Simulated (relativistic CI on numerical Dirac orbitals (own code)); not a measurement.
## Sc3+ in a cubic cluster: 2p photoemission with charge transfer

Computed with a charge-transfer multiplet model of a cubic metal-ligand cluster with up to 2 ligand holes, Slater and spin-orbit integrals from Dirac-Coulomb-Breit ions, Slater integrals scaled by 0.8. The parameters are those of a tetrahedral site (10Dq negative, t2 hopping the larger). The ground state mixes d0 with configurations of k ligand holes L, whose averages lie at kΔ + k(k − 1)U_dd/2; a core hole lowers each added d electron by U_cd. 300 K, Lorentzian 0.6 eV and Gaussian 0.8 eV FWHM.

Atomic integrals in eV (Slater integrals scaled, ζ unscaled), ground: F2dd 4.710, F4dd 2.885, zeta_d 0.005; with the core hole: F2dd 4.710, F4dd 2.885, zeta_d 0.020, zeta_core 3.003, F2cd 4.113, G1cd 2.955, G3cd 1.675. Where a configuration has fewer than two d electrons, the dd integrals are those of d2.

Cluster parameters (eV): U_dd = 5.2, U_cd = 5.8, 10Dq = -0.3, 10Dq(ligand) = 0, V(eg) = 1.65, V(t2g) = -2.8, final-state hopping factor = 0.8.

| Case | n_d | d0 | d1L | d2L2 | S |
| --- | --- | --- | --- | --- | --- |
| Δ = -0.6 eV | 1.00 | 0.23 | 0.55 | 0.22 | 0.00 |
| Δ = 2.4 eV | 0.79 | 0.35 | 0.51 | 0.14 | 0.00 |
| Δ = 4.4 eV | 0.65 | 0.44 | 0.46 | 0.10 | 0.00 |

Weights, n_d and S are thermal averages at 300 K. Binding energies count from the first peak over 30 % of the highest in each spectrum, which can be another peak from case to case. The parameters are a model scan and need not match a compound or its usual spin state. Peaks in eV (height, largest 100):
- Δ = -0.6 eV: 0.0 (100), 4.9 (34), 13.2 (8)
- Δ = 2.4 eV: 0.0 (100), 4.7 (29), 12.0 (8)
- Δ = 4.4 eV: 0.0 (100), 4.3 (34), 11.0 (7)

Curve for Δ = 4.4 eV (points under 2 left out, the grid thinned):

```
E (eV)  Intensity
  -2.8        2.0
  -2.5        2.5
  -2.2        3.3
  -1.8        5.0
  -1.5        7.3
  -1.2       12.1
  -0.9       22.9
  -0.6       46.0
  -0.2       89.6
   0.1       98.9
   0.4       74.1
   0.7       41.2
   1.0       20.8
   1.4        9.9
   1.7        6.8
   2.0        5.4
   2.3        4.9
   2.6        5.1
   3.0        7.4
   3.3       12.1
   3.6       20.3
   3.9       29.2
   4.2       33.6
   4.6       30.8
   4.9       26.0
   5.2       21.9
   5.5       18.0
   5.9       11.9
   6.2        8.0
   6.5        5.7
   6.8        4.4
   7.1        3.3
   7.5        2.0
   9.9        2.6
  10.2        3.8
  10.5        5.6
  10.8        7.1
  11.2        7.2
  11.5        5.7
  11.8        3.8
  12.1        2.3
  15.2        3.1
  15.6        3.9
  15.9        3.1
  16.2        2.0
```

A d0 ion has no d-d gap: its lowest excitations are ligand-to-metal charge transfer. With the core hole the configuration with one ligand hole lies at Δ − U_cd = -6.4, -3.4, -1.4 eV from the one without, in the order of the table; where this is negative the screened configuration lies lower, though the effective hopping of about 5.8 eV (from the holes of the mixed ground state) mixes the two strongly wherever it is as large as the gap.

With at most 2 ligand holes the space is cut while the next configuration still counts, so covalency is underestimated, and a final configuration with one more ligand hole, which can lie low, is missing from the spectra.
